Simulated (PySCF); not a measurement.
Correlation energy of Nd⁴⁴⁺ (neodymium, charge +44)

[Ne] 3s2 3p4, high-spin 3P determinant. Computed with PySCF 2.14 in an uncontracted even-tempered set (18 s from 8.4 bohr⁻², ratio 2.5; 12 p from 11 bohr⁻², ratio 2.5; 4 d from 48 bohr⁻², ratio 2.7; 4 f from 71 bohr⁻², ratio 2.7), with the spin-free X2C one-electron Hamiltonian (Gaussian nucleus). Frozen: 1s2; 14 electrons correlated; the 21 highest virtual orbitals of each spin left out.

```csv
level,correlation energy (mhartree)
CCSD,-592.65
(T),-0.91
CCSD(T),-593.56
```

Diagnostics: T1 = 0.00048, D1 = 0.0022, largest double amplitude 0.017.

Spin-orbit coupling is strong in this species (close to jj coupling), so the high-spin LS determinant is a model state, not a physical level.

Cost of the coupled-cluster step: roughly 14 core-seconds, for 14 correlated electrons.

Iterations:

```
CC2 = 0
CCSD nocc = (np.int64(8), np.int64(6)), nmo = (80, 80)
frozen orbitals [[0, 81, 82, 83, 84, 85, 86, 87, 88, 89, 90, 91, 92, 93, 94, 95, 96, 97, 98, 99, 100, 101], [0, 81, 82, 83, 84, 85, 86, 87, 88, 89, 90, 91, 92, 93, 94, 95, 96, 97, 98, 99, 100, 101]]
max_cycle = 100
direct = 0
conv_tol = 1e-08
conv_tol_normt = 1e-06
diis_space = 8
diis_start_cycle = 0
Init t2, MP2 energy = -0.578821705695236
Init E_corr(UCCSD) = -0.578821705695341
cycle = 1  E_corr(UCCSD) = -0.590297697688098  dE = -0.011475992  norm(t1,t2) = 0.00702114
cycle = 2  E_corr(UCCSD) = -0.592256065734497  dE = -0.00195836805  norm(t1,t2) = 0.00128211
cycle = 3  E_corr(UCCSD) = -0.592652934533033  dE = -0.000396868799  norm(t1,t2) = 0.000252023
cycle = 4  E_corr(UCCSD) = -0.592649120844781  dE = 3.81368825e-06  norm(t1,t2) = 9.64375e-06
cycle = 5  E_corr(UCCSD) = -0.592649124925553  dE = -4.08077172e-09  norm(t1,t2) = 4.07489e-07
UCCSD converged
E(UCCSD) = -7852.805186331377  E_corr = -0.5926491249255532
UCCSD(T) correction = -0.000907098928573086
```

At this charge the one-electron X2C treatment keeps the bare 1/r₁₂, with no two-electron picture change or Breit term. The effect here is smaller than on the frozen 1s shell; and a scalar Hamiltonian misses the large spin-orbit splitting of the p shells, which matters for ns² → np² pairs.

Spin-orbit coupling is strong in this species, so the high-spin LS determinant is a model state.
